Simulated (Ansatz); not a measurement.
C$_{5}$H$_{5}$N (SMILES C#C[C@@H](C)C#N), singlet, geometry from GFN2-xTB; Ansatz (a program for electronic structure) with CAM-B3LYP/def2-SVPD.

Ansatz was given this input:
Ansatz 0.2 input:
```yaml
crystal:
  periodic: [false, false, false]
  atoms:
    - {symbol: C, position_ang: [2.20537973, -0.85238413, -0.05305747]}
    - {symbol: C, position_ang: [1.12866735, -0.38829507, -0.28860286]}
    - {symbol: C, position_ang: [-0.19560519, 0.15806685, -0.54967606]}
    - {symbol: C, position_ang: [-1.21445901, -0.95725050, -0.82638178]}
    - {symbol: C, position_ang: [-0.60561983, 0.93408955, 0.60486380]}
    - {symbol: N, position_ang: [-0.93481523, 1.53458262, 1.51911047]}
    - {symbol: H, position_ang: [3.15449479, -1.25579152, 0.13792831]}
    - {symbol: H, position_ang: [-0.13924584, 0.83724396, -1.41190243]}
    - {symbol: H, position_ang: [-1.28045322, -1.62768026, 0.02810531]}
    - {symbol: H, position_ang: [-2.19758525, -0.53037354, -1.01396609]}
    - {symbol: H, position_ang: [-0.90368220, -1.53083702, -1.69681208]}
basis:
  gaussian:
    orbitals: def2-SVPD
hamiltonian:
  xc: cam_b3lyp
```

Output, abridged:

```
Functional definition: CAM-B3LYP
1340 factors; their error is unknown
511 factors; integrals over basis functions are off by at most 1.6e-5 eV
mean field evaluation 1: about -6739.6436 eV, gradient 5.0e1 eV
mean field evaluation 2: about -6738.4455 eV, gradient 5.8e1 eV
mean field evaluation 4: about -6745.3188 eV, gradient 2.5e0 eV
mean field evaluation 8: about -6745.3013 eV, gradient 2.3e-1 eV
mean field evaluation 16: about -6745.3014 eV, gradient 7.4e-5 eV
mean field -6745.30144064 eV, -247.8852558141 hartree, gradient 7.4e-5 eV, S^2 0.000000; 0 other end points of the search recorded, 0 dependent functions left out
reference -6745.30157486 eV, -247.8852607464 hartree; 21, 21 occupied and 139, 139 virtual orbitals, 1340 factors
Total energy: -6745.30157486 eV, -247.8852607464 hartree
```
